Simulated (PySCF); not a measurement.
All values below come from TPSSh-D3(BJ)/def2-TZVP // PBE-D3(BJ)/def2-SVP run with PySCF. Gas-phase values, no solvent. One relaxed conformer stands for a flexible species; it need not be the lowest. 

Reference species: [Ta(F)5] (neutral, multiplicity 1).

```
Quantity                                                        Value
------------------------------------------------------------  -------
coordination number                                                 5
mean distance from the central atom to its bonded neighbours  1.881 Å
```

Changed species: [Ta(F)3(NH2)2] (2 of 5 F replaced by NH2; the reference has 0 of 5 F replaced by NH2).

Q: What does the change do to the coordination number and mean distance from the central atom to its bonded neighbours?

A: the coordination number is nearly the same; the mean distance from the central atom to its bonded neighbours rises by 0.057 Å, to 1.938 Å.
